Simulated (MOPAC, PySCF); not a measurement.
C$_{10}$H$_{7}$BS, SMILES `Bc1cc(C#C)cc2sccc12`, neutral singlet in the gas phase. 

Cartesian coordinates (Å):
```xyz
19

B     -0.2019    -2.2543    -1.4685
C     -0.0366    -1.0007    -0.5921
C      0.9010    -1.0149     0.4465
C      1.1177     0.0905     1.2973
C      2.0887     0.0210     2.3422
C      2.9148    -0.0421     3.2285
C      0.3690     1.2585     1.1058
C     -0.5710     1.2988     0.0792
S     -1.5961     2.6432    -0.3234
C     -2.3108     1.7457    -1.6159
C     -1.8075     0.4864    -1.7485
C     -0.7939     0.1926    -0.7795
H      0.4797    -3.2270    -1.2422
H     -0.9953    -2.2959    -2.3794
H      1.4938    -1.9171     0.6107
H      3.6464    -0.0990     4.0131
H      0.5294     2.1186     1.7588
H     -3.0858     2.2132    -2.2230
H     -2.1417    -0.2175    -2.5095
```
Charge 0, multiplicity 1.

All levels are single points at this geometry (PBE0-D3(BJ)/def2-SVP); Pople sets use spherical d functions. Orbital energies aren't observables, and empty levels follow the basis.

HF/6-31G* in PySCF gives gap (eV) = 9.45.

### Question
Estimate the gap (eV) from each of these levels: PBE0-D3(BJ)/def2-TZVP in PySCF; B3LYP/6-31G* in PySCF; B3LYP/LANL2DZ in PySCF; PBE/6-31G* in PySCF; SVWN5/6-31G* in PySCF; HF/STO-3G in PySCF; PM6 in MOPAC; PM7 in MOPAC.

### Answer

```csv
level,gap (eV)
PBE0-D3(BJ)/def2-TZVP in PySCF,4.23
B3LYP/6-31G* in PySCF,3.95
B3LYP/LANL2DZ in PySCF,3.97
PBE/6-31G* in PySCF,2.61
SVWN5/6-31G* in PySCF,2.55
HF/STO-3G in PySCF,10.68
PM6 in MOPAC,7.57
PM7 in MOPAC,7.33
```
